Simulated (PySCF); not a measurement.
A structure optimised at PBE-D3(BJ)/def2-SVP, used in a PySCF frequency run:

```xyz
11

C      0.0000     0.0000    -1.9546
Ge     0.0000     0.0000    -0.0190
O     -1.3231     1.0231     0.6413
O      1.5476     0.6343     0.6413
O     -0.2245    -1.6574     0.6413
H     -0.2700     1.0073    -2.3238
H      1.0074    -0.2698    -2.3238
H     -0.7373    -0.7375    -2.3238
H     -1.8116     0.4998     1.3052
H      1.3387     1.3189     1.3052
H      0.4729    -1.8188     1.3052
```

Q: Write its SMILES, formula and point group.

A: [CH3][Ge]([OH])([OH])[OH], CH₆GeO₃, C3

Q: What are its rotational constants (standard atomic weights)?

A: 3.4094, 3.1353, 3.1353 GHz
